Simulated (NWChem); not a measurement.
System: AgH2OBr; SMILES [OH2]->[Ag][Br]

Input file for NWChem:

```
start job
memory heap 200 mb stack 900 mb global 1100 mb
geometry units angstroms noautoz
  Ag    -0.003494     0.709064     0.000000
  Br     0.003671    -1.693123     0.000000
  O      0.011215     2.925536     0.000000
  H      0.085386     3.489818     0.776357
  H      0.085386     3.489818    -0.776357
end
basis spherical
  * library def2-svp
end
ecp
  Ag library def2-ecp
end
dft
  xc b3lyp
  iterations 150
  vectors input atomic output neutral.movecs
end
task dft energy
charge 1
dft
  odft
  mult 2
  vectors input atomic output cation.movecs
end
task dft energy
```

Structure relaxed at the PBE0/def2-SVP level. No frequency run checked for a minimum. def2 effective core potentials on Ag; no spin-orbit coupling.

Ions are spin-unrestricted doublets at the neutral geometry; other ion states weren't tried.

Question: Give the results of this calculation. (B3LYP/def2-SVP with def2 effective core potentials on Ag, vertical spin-unrestricted ions.) Quantities: vertical ionisation energy, ΔSCF (eV); −ε(HOMO) (eV).

Answer: 
```
Quantity                               Result
-------------------------------------  ------
vertical ionisation energy, ΔSCF (eV)    8.85
−ε(HOMO) (eV)                            6.13
```
